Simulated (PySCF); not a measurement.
Al(F)(OH)(SMe) (CH4AlFOS), SMILES [OH][Al]([S]C)[F].

Geometry: PBE-D3(BJ)/def2-SVP. The values are those of a single conformer.

The numbers are results of CAM-B3LYP/def2-TZVP (PySCF), not measurements.

Gas-phase values at a fixed geometry.

| Quantity | Value |
|---|---|
| total energy | -856.44592 hartree |
| point group | Cs |
| highest occupied level | -8.60 eV |
| lowest empty level | 0.10 eV |
| orbital gap | 8.69 eV |
| dipole moment | 2.26 D |
| quadrupole, principal values (traceless, Buckingham form, about the centre of nuclear charge) | -6.67, 2.02, 4.65 D·Å |
| mean static polarisability | 56.3 bohr³ (8.35 Å³) |
| polarisability, principal values | 45.1, 56.3, 67.7 bohr³ |
